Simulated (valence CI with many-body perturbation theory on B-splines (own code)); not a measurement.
# Questions on Os5+

Computed by configuration interaction combined with many-body perturbation theory (CI+MBPT): three valence electrons over a frozen Dirac-Fock core [Xe] 4f14, a basis of 9 s, 9 p, 10 d, 8 f, 5 g, 3 h, 1 i functions for each j, with the one-electron correlation potential Σ1 (screened to all orders), the two-electron term Σ2, the three-electron term Σ3, Breit, model QED; selected single and double excitations, second order for the rest, scaled by the run's own slope (own B-spline code, finite nucleus).

Against 68 measured levels this calculation errs by 1430 cm⁻¹ on average and by 5347 at most. 1 measured level below the end of the list, from 220745 cm⁻¹ on, found no clear computed partner.

Names give the largest LS component (configuration and term), which can be under half, so a name can repeat, a term be missing and a line seem to break the LS rules; names also repeat where a configuration has a term twice.

Rates and lifetimes use the calculated energies. Strong lines usually hold to 10 to 20 %, long lifetimes can be off by a factor of two.

(1) What is the ground level?

(2) What is the ionisation energy?

(3) Name the longest-lived excited levels whose lifetime is computed, and their main decay.

(4) Where does the other parity begin?

(5) Among levels below 27.561 eV, which E1 lines absorb most strongly from the ground level?

## Answers

(1) 5d3 4F_3/2, composition 83 % 5d3 4F + 14 % 5d3 2D, g = 0.482.

(2) 70.766 eV; NIST lists 70.1 ± 2 eV (theoretical).

(3) 5d3 4F_9/2 at 1.819 eV lives 1.50 s, mostly by M1 to 5d3 4F_7/2; 5d3 4P_1/2 at 2.145 eV lives 273 ms, mostly by M1 to 5d3 4F_3/2; 5d3 4F_7/2 at 1.409 eV lives 216 ms, mostly by M1 to 5d3 4F_5/2.

(4) At 5d2.6p 4G°_5/2, 21.324 eV.

(5) to 5d2.6p 4F°_3/2 at 56.46 nm, f = 0.243; to 5d2.6p 4D°_1/2 at 53.01 nm, f = 0.121; to 5d2.6p 4G°_5/2 at 58.14 nm, f = 0.0585.
